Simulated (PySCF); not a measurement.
ReO₃Br, SMILES [Br][Re](=[O])(=[O])=[O], multiplicity 1. Atoms are numbered in the order given.

```xyz
5

Re     0.0000     0.0000     0.5265
O     -1.3899     0.8025     1.0985
O      1.3899     0.8025     1.0985
O      0.0000    -1.6050     1.0985
Br     0.0000     0.0000    -1.8815
```
Charge 0, spin multiplicity 1.

The structure is a stationary point at B3LYP-D3(BJ)/def2-SVP. The multiplicity is an assumed one; other spin states were not compared. The def2 effective core potentials stand for the cores of Re; spin–orbit coupling is left out.

These are TDA-PBE/def2-SVPD (PySCF 2.14.0) values and carry that method's errors.

Vertical excitations; the highest root listed may be one member of a degenerate set. Gas-phase values at a fixed geometry. State labels are in the subgroup Cs.

```json
[
 {"state": "S1", "symmetry": "A\"", "energy (eV)": "4.21", "λ (nm)": "294", "f": "0.000", "main pairs": "HOMO−1→LUMO 49 %, HOMO→LUMO+1 49 %"},
 {"state": "S2", "symmetry": "A'", "energy (eV)": "4.29", "λ (nm)": "289", "f": "0.000", "main pairs": "HOMO→LUMO, HOMO−1→LUMO+1, HOMO−2→LUMO (degenerate set)"},
 {"state": "S3", "symmetry": "A\"", "energy (eV)": "4.29", "λ (nm)": "289", "f": "0.000", "main pairs": "HOMO−1→LUMO, HOMO→LUMO+1, HOMO−2→LUMO+1 (degenerate set)"},
 {"state": "S4", "symmetry": "A\"", "energy (eV)": "4.49", "λ (nm)": "276", "f": "0.003", "main pairs": "HOMO−2→LUMO+1 (degenerate set)"},
 {"state": "S5", "symmetry": "A'", "energy (eV)": "4.49", "λ (nm)": "276", "f": "0.003", "main pairs": "HOMO−2→LUMO (degenerate set)"},
 {"state": "S6", "symmetry": "A'", "energy (eV)": "4.69", "λ (nm)": "264", "f": "0.024", "main pairs": "HOMO−1→LUMO+1 28 %, HOMO→LUMO 28 %, HOMO−4→LUMO+1 20 %, HOMO−3→LUMO 20 %"},
 {"state": "S7", "symmetry": "A\"", "energy (eV)": "4.69", "λ (nm)": "264", "f": "0.000", "main pairs": "HOMO−3→LUMO+1 36 %, HOMO−4→LUMO 36 %, HOMO−2→LUMO+2 28 %"},
 {"state": "S8", "symmetry": "A\"", "energy (eV)": "4.75", "λ (nm)": "261", "f": "0.001", "main pairs": "HOMO−4→LUMO, HOMO−3→LUMO+1, HOMO→LUMO+2 (degenerate set)"},
 {"state": "S9", "symmetry": "A'", "energy (eV)": "4.75", "λ (nm)": "261", "f": "0.001", "main pairs": "HOMO−3→LUMO, HOMO−4→LUMO+1, HOMO−1→LUMO+2 (degenerate set)"},
 {"state": "S10", "symmetry": "A\"", "energy (eV)": "4.88", "λ (nm)": "254", "f": "0.000", "main pairs": "HOMO−2→LUMO+2 71 %, HOMO−4→LUMO 14 %, HOMO−3→LUMO+1 14 %"},
 {"state": "T1", "symmetry": "A\"", "energy (eV)": "3.87", "λ (nm)": "321", "f": "0", "main pairs": "HOMO−2→LUMO+1, HOMO→LUMO+1, HOMO−1→LUMO (degenerate set)"},
 {"state": "T2", "symmetry": "A'", "energy (eV)": "3.87", "λ (nm)": "321", "f": "0", "main pairs": "HOMO−2→LUMO, HOMO→LUMO, HOMO−1→LUMO+1 (degenerate set)"},
 {"state": "T3", "symmetry": "A'", "energy (eV)": "3.88", "λ (nm)": "320", "f": "0", "main pairs": "HOMO−1→LUMO+1 49 %, HOMO→LUMO 48 %"},
 {"state": "T4", "symmetry": "A\"", "energy (eV)": "4.02", "λ (nm)": "308", "f": "0", "main pairs": "HOMO−2→LUMO+1 54 %, HOMO→LUMO+1 21 %, HOMO−1→LUMO 21 %"}
]
```
Triplets are in the Tamm–Dancoff approximation.
